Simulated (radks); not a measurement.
Values are calculated unless marked as measured or tabulated.
Ir+, configuration [Xe] 4f14 5d7 6s1 (the NIST ground configuration). Code: a radial shooting solver on a logarithmic mesh with Libxc functionals. Model: scalar-relativistic Kohn-Sham, exchange-only B88, spin-unpolarised, spherical densities, point nucleus.

Unscreened Slater integrals over Kohn-Sham orbitals (hartree).

integral,value
"F0(6s,6s)",0.33012
"F0(6s,5d)",0.38749
"G2(6s,5d)",0.10141
"F0(6s,5p)",0.41197
"G1(6s,5p)",0.029803
"F0(6s,4f)",0.43454
"G3(6s,4f)",0.011499
"F0(5d,5d)",0.54035
"F2(5d,5d)",0.27509
"F4(5d,5d)",0.18016
"F0(5d,5p)",0.63151
"F2(5d,5p)",0.30265
"G1(5d,5p)",0.35787
"G3(5d,5p)",0.22027
"F0(5d,4f)",0.70980
"F2(5d,4f)",0.15767
"F4(5d,4f)",0.072480
"G1(5d,4f)",0.052809
"G3(5d,4f)",0.048592
"G5(5d,4f)",0.038563
"F0(5p,5p)",0.79382
"F2(5p,5p)",0.42733
"F0(5p,4f)",0.97746
"F2(5p,4f)",0.30539
"G2(5p,4f)",0.12173
"G4(5p,4f)",0.10139
"F0(4f,4f)",1.7133
"F2(4f,4f)",0.84295
"F4(4f,4f)",0.53500
"F6(4f,4f)",0.38670

Derived for the open shells (J is the average intra-shell exchange parameter used in DFT+U). 5d: Racah B = F2/49 - 5 F4/441 = 0.003572 hartree, C = 35 F4/441 = 0.01430 hartree, C/B = 4.00, F4/F2 = 0.655, J = (F2 + F4)/14 = 0.03252 hartree.
